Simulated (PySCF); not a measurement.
C₆ coefficients of unlike pairs at PBE0

Calculated with PySCF 2.14 from the dipole response of each species, C₆(A,B) = (3/π) ∫ α_A(iu) α_B(iu) du, in atomic units, from isotropic polarisabilities. For ions this is the dispersion term alone; charge-induced terms of lower order in 1/R come first.

| species | configuration | basis | relativity | α (bohr³) | C₆ (like pair) |
| --- | --- | --- | --- | --- | --- |
| Cl⁺ | [Ne] 3s2 3p4 (3P) | dyall-acv3z (19s12p6d4f) | none | 8.680 | 41.03 |
| Al²⁺ | [Ne] 3s1 (2S) | dyall-av3z (19s12p3d2f) | spin-free X2C | 14.00 | 37.50 |
| Ne | [Ne] (1S) | aug-cc-pVDZ-DK (4s3p2d) | spin-free X2C | 2.036 | 4.578 |
| Te⁻ | [Kr] 4d10 5s2 5p5 (2P) | aug-cc-pVTZ-PP with one added diffuse shell each of d, f type with ECP28MDF (6s5p5d3f) | core potential | 97.30 | 1464 |

**Question.** Estimate C₆ for Te⁻ with Ne.

**Answer.** The integral gives 58.15. The combination rule 2 C_A C_B / (C_A α_B/α_A + C_B α_A/α_B) gives 53.73 and the geometric mean 81.85.

No spin-orbit coupling is included.

The other pairs:

| pair | C₆ |
| --- | --- |
| Te⁻, Cl⁺ | 214.2 |
| Ne, Al²⁺ | 9.364 |
| Ne, Cl⁺ | 12.75 |
| Te⁻, Al²⁺ | 233.6 |
| Al²⁺, Cl⁺ | 34.65 |
